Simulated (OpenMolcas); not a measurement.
What dynamic correlation does to the levels of Cu VII

```
Program             : OpenMolcas 26.06
Basis               : ANO-L-VTZP [6s5p3d2f1g]
Scalar Hamiltonian  : non-relativistic, point nucleus
Active space        : 5 electrons in 5 orbitals (3d)
State averaging     : 2S+1 = 6 even, 1 root; 2S+1 = 4 even, 24 roots; 2S+1 = 2 even, 75 roots
Spin-orbit coupling : state interaction with AMFI integrals over the reference wave functions, term energies averaged over their components
```

Methods on the same reference wave functions:
A. CASSCF
B. SS-CASPT2, IPEA 0.25 Eh, imaginary shift 0.1 Eh (closed shells correlated: 3s 3p)
C. MS-CASPT2, IPEA 0.25 Eh, imaginary shift 0.1 Eh (closed shells correlated: 3s 3p)

Energies in cm⁻¹ above 3d⁵ ⁶S_5/2, the measured ground level; measured values from the list in Gamrath, thesis, University of Mons (2023).

| Level | A | B | C | Measured |
| --- | --- | --- | --- | --- |
| 3d⁵ ⁶S_5/2 | 0.0 | 0.0 | 0.0 | 0.0 |
| 3d⁵ ⁴G_5/2 | 51226 | 48030 | 48030 |  |
| 3d⁵ ⁴G_7/2 | 51341 | 48160 | 48160 |  |
| 3d⁵ ⁴G_11/2 | 51371 | 48210 | 48210 |  |
| 3d⁵ ⁴G_9/2 | 51409 | 48240 | 48240 |  |
| 3d⁵ ⁴P_5/2 | 58621 | 52550 | 52550 | 50732 |
| 3d⁵ ⁴P_3/2 | 58924 | 52870 | 52870 | 51067 |
| 3d⁵ ⁴P_1/2 | 59293 | 53240 | 53240 | 51407 |
| 3d⁵ ⁴D_7/2 | 63676 | 57530 | 57530 | 55742 |
| 3d⁵ ⁴D_1/2 | 64044 | 57910 | 57910 | 56210 |
| 3d⁵ ⁴D_3/2 | 64325 | 58190 | 58190 | 56428 |
| 3d⁵ ⁴D_5/2 | 64376 | 58240 | 58240 | 56427 |
| 3d⁵ ²I_11/2 | 73083 | 70290 | 70290 | 67757 |
| 3d⁵ ²I_13/2 | 73356 | 70620 | 70620 | 67918 |
| 3d⁵ ²D_5/2(1) [60 %] | 81238 | 73470 | 73470 |  |
| 3d⁵ ²D_3/2(1) | 82809 | 74890 | 74890 | 72227 |
| 3d⁵ ²F_7/2(1) | 84820 | 77440 | 77440 | 74408 |
| 3d⁵ ⁴F_9/2 | 85710 | 78550 | 78550 | 75930 |
| 3d⁵ ⁴F_5/2 | 85928 | 78700 | 78700 | 76019 |
| 3d⁵ ⁴F_7/2 | 86042 | 78850 | 78850 | 76349 |
| 3d⁵ ⁴F_3/2 | 86741 | 79450 | 79450 | 76886 |
| 3d⁵ ²H_9/2 [68 %] | 89603 | 83730 | 83730 | 80717 |
| 3d⁵ ²H_11/2 | 90571 | 85150 | 85150 | 81954 |
| 3d⁵ ²G_7/2(1) | 92902 | 85720 | 85720 | 82746 |

Deviations, from unrounded energies. A percentage is the sum of absolute deviations over the sum of measured energies, with the sign that they share, or ± where signs differ.

```csv
Against measurement,Levels,A,B,C
mean absolute deviation (cm-1),18,8600,2400,2400
other terms of the ground configuration (%),18,+12.7,+3.6,+3.6
```

B, C lie about equally close to measurement and A furthest from it. The largest miss of C in the table is 3d⁵ ²H_11/2, by +3200 cm-1. The ranking rests on the paired levels alone, and a cruder setting can come out closer through cancelling errors.

Between B and C no level of the table moves by more than 5 cm-1.

The two smallest mean deviations differ by little beside CASPT2's spread within terms, so their order carries little weight.

From A to B the spin-free energies of the other terms of 3d⁵ shown, above ⁶S, scale by factors of 0.90 to 0.96, as is usual when dynamic correlation screens the repulsion within a d or f shell.

The lowest spin-free term lies below A's lowest term by 0.355 hartree in B, 0.355 hartree in C.

CASPT2 breaks the degeneracy within a term, and the mean is taken; among the terms shown or strongly mixed into the levels shown the widest spread is 690 cm-1 (3d⁵ ⁴F, C). Some levels mix across a computed gap that differs much from the measured one, so their mixing is not that of the real levels. Without dynamic correlation excited terms often stand tens of per cent too high (terms of higher spin than the ground term too low), and those without a measured partner can miss by more than the paired ones (holds for A). Blocks of more than 70 roots (2S+1 = 2 even) ran without multistate coupling (holds for C). Measured partners are found by configuration, term and J. A level has none where our copy of the source lacks it or the pairing is in doubt (some pairs that miss far off the trend of their configuration count as doubtful), and it then counts in no deviation. Only configurations of the active space appear. Levels that lie high or do not pair safely by name in every column are left out.

A share in square brackets marks a mixed level and gives the weight of the term that names it, the lowest over the columns. A number in round brackets counts repeated terms of one configuration in the order of the reference energies.
